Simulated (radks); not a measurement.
Isoelectronic series with 7 electrons, each ion in its NIST ground configuration. Method: non-relativistic Kohn-Sham, r2SCAN, spin-polarised, spherical densities, point nucleus; open shells are filled with parallel spins first (spin-orbit coupling, left out, can overturn this in heavy ions); meta-GGA in the generalised Kohn-Sham scheme; computed with a radial shooting solver on a logarithmic mesh with Libxc functionals. Total energies (hartree) and mean radii <r> (bohr) (* marks an orbital that is empty in some or all of the ions):

ion    configuration  E (hartree)  2p down*   2p up  2s down
N       [He] 2s2 2p3    -54.58403     1.632   1.414    1.383
F2+     [He] 2s2 2p3    -97.79862    0.9420  0.8766   0.9442
Al6+    [He] 2s2 2p3   -223.31095    0.5287  0.5096   0.5774
P8+     [He] 2s2 2p3   -305.58183    0.4351  0.4224   0.4838
Cl10+   [He] 2s2 2p3   -400.85713    0.3699  0.3608   0.4163
K12+    [He] 2s2 2p3   -509.13526    0.3219  0.3150   0.3655
Sc14+   [He] 2s2 2p3   -630.41529    0.2849  0.2796   0.3257
V16+    [He] 2s2 2p3   -764.69667    0.2556  0.2514   0.2937
Mn18+   [He] 2s2 2p3   -911.97904    0.2318  0.2283   0.2675
Co20+   [He] 2s2 2p3  -1072.26216    0.2121  0.2092   0.2456
Cu22+   [He] 2s2 2p3  -1245.54585    0.1954  0.1930   0.2270
Ga24+   [He] 2s2 2p3  -1431.83000    0.1812  0.1791   0.2110
As26+   [He] 2s2 2p3  -1631.11451    0.1690  0.1671   0.1971
Br28+   [He] 2s2 2p3  -1843.39932    0.1582  0.1566   0.1850
Rb30+   [He] 2s2 2p3  -2068.68437    0.1488  0.1474   0.1742
Nb34+   [He] 2s2 2p3  -2558.25506    0.1330  0.1318   0.1561
Tc36+   [He] 2s2 2p3  -2822.54063    0.1262  0.1252   0.1484
Rh38+   [He] 2s2 2p3  -3099.82633    0.1202  0.1192   0.1414
Ag40+   [He] 2s2 2p3  -3390.11214    0.1146  0.1138   0.1350
